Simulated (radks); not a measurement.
Q: Coherent X-ray form factor from a spherical all-electron density. All-electron calculation, Dirac Kohn-Sham, PBE, spin-unpolarised, spherical densities, finite nucleus; Fermi nuclear charge, rms radius of each element as measured or else 0.836 A^(1/3) + 0.57 fm. Program: a radial shooting solver on a logarithmic mesh with Libxc functionals.

sin(theta)/lambda (1/angstrom),f0 (electrons)
0.05,50.892
0.1,50.571
0.15,50.044
0.2,49.319
0.25,48.412
0.3,47.340
0.4,44.780
0.5,41.815
0.6,38.630
0.8,32.267
1,26.719
1.25,21.556
1.5,18.196
2,14.395

The species is in the configuration that NIST lists as its ground one. Which atom or ion scatters so?

A: The osmium ion Os25+, [Kr] 4d10 4f5. Extrapolating in s^2 from the first two rows gives f0(0) = 51.0, near the electron count 51; among species with that count, the fall with angle is slower the higher Z, and the table is that of Z = 76; from so few rows the species is fixed only to a neighbour or two.
